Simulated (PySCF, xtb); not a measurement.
benzenedithiol (C6H6S2), SMILES Sc1ccc(S)cc1. One conformer was computed; it need not be the lowest.

Harmonic wavenumbers (cm⁻¹) from GFN2-xTB in xtb at its own minimum, in rising order: 91, 198, 208, 214, 279, 316, 318, 369, 453, 539, 598, 643, 739, 788, 857, 858, 863, 894, 914, 979, 1111, 1129, 1138, 1200, 1266, 1326, 1399, 1441, 1565, 1576, 2425, 2426, 3070, 3082, 3095, 3105.

Problem. What does PBE-D3(BJ)/def2-SVP (PySCF) give at its own minimum? (An estimate is asked for; the answer gives what the named calculation found.)

Solution. 90, 111, 115, 198, 284, 322, 324, 396, 481, 531, 624, 702, 739, 784, 801, 891, 905, 917, 937, 989, 1093, 1103, 1104, 1164, 1267, 1339, 1410, 1459, 1565, 1605, 2623, 2623, 3107, 3112, 3122, 3127. Paired by order, the mean absolute difference is 35 cm⁻¹ and the zero-point energies are 59.3 and 60.0 kcal/mol.
